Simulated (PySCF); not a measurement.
SMILES CO[SiH]([GeH3])[GeH3] (CH10Ge2OSi) (GFN2-xTB optimised geometry):

```
15

Si     1.228    -0.002     0.000
Ge     2.252     0.675     1.968
Ge    -1.122    -0.002     0.000
O      1.781     1.112    -1.041
C      1.332     1.300    -2.346
H      1.658    -1.350    -0.414
H      2.417    -0.466     2.926
H      3.633     1.239     1.847
H      1.517     1.695     2.785
H     -1.749    -0.665    -1.198
H     -1.781     1.350     0.000
H     -1.779    -0.702     1.149
H      1.705     0.506    -2.997
H      0.237     1.297    -2.383
H      1.702     2.261    -2.702
```

Calculation: PBE0/def2-TZVP (PySCF).

Question: What are the frontier orbital energies and the dipole moment?

Answer: HOMO-2 -9.27 eV, HOMO-1 -8.21 eV, HOMO -7.86 eV, LUMO -0.73 eV, LUMO+1 0.14 eV; dipole moment 1.42 D.

Meta-Löwdin charges at PBE0/def2-TZVP: Si1 0.62, Ge2 0.09, Ge3 0.05, O4 -0.61, C5 -0.12, H6 -0.11, H7 -0.05, H8 -0.03, H9 -0.04, H10 -0.04, H11 -0.04, H12 -0.04, H13 0.11, H14 0.10, H15 0.13.
